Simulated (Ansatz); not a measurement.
Born–Oppenheimer molecular dynamics of BFH$_{2}$O$_{2}$ (6 atoms, charge 0, multiplicity 1). It starts from a relaxed structure.

Method: RKS PBE0/def2-mTZVP in Ansatz.

| Property | Result |
| --- | --- |
| ensemble | NVE (velocity Verlet) |
| time step | 0.5 fs |
| steps asked | 300 |
| starting velocities drawn for | 500 K |
| seed | 264013 |

First frame:

```xyz
6
Properties=species:S:1:pos:R:3
B -0.077 -0.129 -0.081
O 0.049 -0.298 1.263
H -0.765 -0.119 1.744
O 0.964 -0.328 -0.921
H 1.765 -0.599 -0.461
F -1.246 0.240 -0.612
```

**Question.** How far do the bonds stretch over the last three quarters of this one trajectory? (Pairs bonded in most of those frames.)

**Answer.** 
```csv
bond,mean (Å),spread (Å),shortest,longest
B1–O2,1.366,0.020,1.33,1.40
B1–O4,1.354,0.021,1.31,1.39
B1–F6,1.336,0.013,1.31,1.37
O2–H3,0.966,0.006,0.95,0.98
O4–H5,0.964,0.009,0.95,0.98
```

Mean temperature of the second half: 243 K. The conserved energy stayed within 0.062 meV per atom of its start (net change 0.031 meV per atom), so the integration is sound. Over the second half the temperature averaged 0.49 of the 500 K drawn at the start: a run that starts near a minimum puts about half its kinetic energy into the potential. A run of 0.15 ps of so small a system gives no equilibrium averages.

Run time: 5.1 min on 1 thread of Intel(R) Xeon(R) 6975P-C (Granite Rapids), with other jobs on the host, peak memory 0.17 GiB.
